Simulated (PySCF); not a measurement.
# C₆ coefficients of unlike pairs at PBE0

Calculated with PySCF 2.14 from the dipole response of each species, C₆(A,B) = (3/π) ∫ α_A(iu) α_B(iu) du, in atomic units, from isotropic polarisabilities. For ions this is the dispersion term alone; charge-induced terms of lower order in 1/R come first.

| species | configuration | basis | relativity | α (bohr³) | C₆ (like pair) |
| --- | --- | --- | --- | --- | --- |
| Fe | [Ar] 3d6 4s2 (5D) | aug-cc-pVTZ (8s7p5d3f2g) | none | 66.96 | 608.7 |
| As | [Ar] 3d10 4s2 4p3 (4S) | aug-cc-pVDZ-PP with ECP10MDF (5s4p3d) | core potential | 30.77 | 261.0 |
| Rb | [Kr] 5s1 (2S) | x2c-QZVPPall with one added diffuse shell each of s, p, d, f, g type (14s9p8d4f3g) | spin-free X2C | 396.9 | 6422 |
| Rh⁺ | [Kr] 4d8 (3F) | aug-cc-pwCVTZ-PP with ECP28MDF (8s8p7d4f3g) | core potential | 13.00 | 81.11 |

Task: Estimate C₆ for Rh⁺ with As.

Result: The integral gives 137.6. The combination rule 2 C_A C_B / (C_A α_B/α_A + C_B α_A/α_B) gives 140.1 and the geometric mean 145.5.

No spin-orbit coupling is included.

The other pairs:

| pair | C₆ |
| --- | --- |
| Rb, Fe | 1700 |
| As, Fe | 380.0 |
| Rh⁺, Fe | 188.7 |
| Rb, As | 919.3 |
| Rh⁺, Rb | 422.7 |
